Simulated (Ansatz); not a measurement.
`c1cc2sc(-c3cc4sc(-c5cc6sccc6s5)cc4s3)cc2s1` with charge +1. Charge 1, multiplicity 2. Geometry r2SCAN-D4/def2-SVP, that of the neutral singlet; atoms count from 1.

Cartesian coordinates in Å:
```
C 3.374 7.587 -0.822
C 2.257 7.249 -0.091
C 1.990 5.858 -0.192
S 0.785 4.788 0.445
C 1.517 3.406 -0.368
C 0.932 2.100 -0.223
C -0.195 1.734 0.505
C -0.456 0.351 0.402
S -1.662 -0.719 1.039
C -0.931 -2.100 0.225
C -1.516 -3.406 0.369
C -2.640 -3.772 1.099
C -2.903 -5.157 0.996
S -4.103 -6.234 1.633
C -3.374 -7.587 0.821
C -2.258 -7.249 0.091
C -1.991 -5.858 0.191
S -0.788 -4.787 -0.449
C 0.195 -1.734 -0.504
C 0.457 -0.352 -0.401
S 1.662 0.719 -1.040
C 2.640 3.772 -1.099
C 2.903 5.157 -0.995
S 4.104 6.234 -1.631
H 3.821 8.576 -0.935
H 1.666 7.964 0.483
H -0.790 2.446 1.080
H -3.234 -3.060 1.677
H -3.822 -8.575 0.934
H -1.668 -7.963 -0.485
H 0.790 -2.446 -1.080
H 3.234 3.060 -1.676
```

Single mean-field runs in def2-TZVP are fitted with def2-universal-jkfit.

Q: Estimate the Mulliken populations of the heavy atoms from the PBE0/def2-TZVP orbitals of Ansatz.

A: 
```tsv
atom	charge (e)	spin (α − β)
C1	-0.11	0.14
C2	-0.24	-0.04
C3	0.05	0.10
S4	0.06	-0.02
C5	0.10	0.02
C6	0.16	0.14
C7	-0.34	0.01
C8	0.12	0.09
S9	0.07	-0.03
C10	0.16	0.14
C11	0.10	0.02
C12	-0.28	0.11
C13	0.09	0.00
S14	0.11	-0.01
C15	-0.11	0.14
C16	-0.24	-0.04
C17	0.05	0.10
S18	0.06	-0.02
C19	-0.34	0.01
C20	0.12	0.09
S21	0.07	-0.03
C22	-0.28	0.11
C23	0.09	0.00
S24	0.11	-0.01
```
Mulliken values depend strongly on the basis.

Q: Where does the spin sit?

A: Summed by element: C 1.14, S -0.11, H -0.02, of 1 unpaired in all. Largest on single atoms: C6 0.14, C10 0.14, C1 0.14.

Q: And the Mayer bond orders between heavy atoms (over 0.3)?

A: C1–C2 1.65 (1.38 Å); C1–S24 1.23 (1.74 Å); C2–C3 1.25 (1.42 Å); C3–S4 1.23 (1.73 Å); C3–C23 1.28 (1.40 Å); S4–C5 1.22 (1.76 Å); C5–C6 1.08 (1.44 Å); C5–C22 1.40 (1.39 Å); C6–C7 1.39 (1.39 Å); C6–S21 1.22 (1.76 Å); C7–C8 1.34 (1.41 Å); C8–S9 1.23 (1.73 Å); C8–C20 1.23 (1.40 Å); S9–C10 1.22 (1.76 Å); C10–C11 1.08 (1.44 Å); C10–C19 1.39 (1.39 Å); C11–C12 1.40 (1.39 Å); C11–S18 1.22 (1.76 Å); C12–C13 1.33 (1.41 Å); C13–S14 1.23 (1.73 Å); C13–C17 1.28 (1.40 Å); S14–C15 1.23 (1.74 Å); C15–C16 1.65 (1.38 Å); C16–C17 1.25 (1.42 Å); C17–S18 1.23 (1.73 Å); C19–C20 1.34 (1.41 Å); C20–S21 1.23 (1.73 Å); C22–C23 1.33 (1.41 Å); C23–S24 1.23 (1.73 Å).
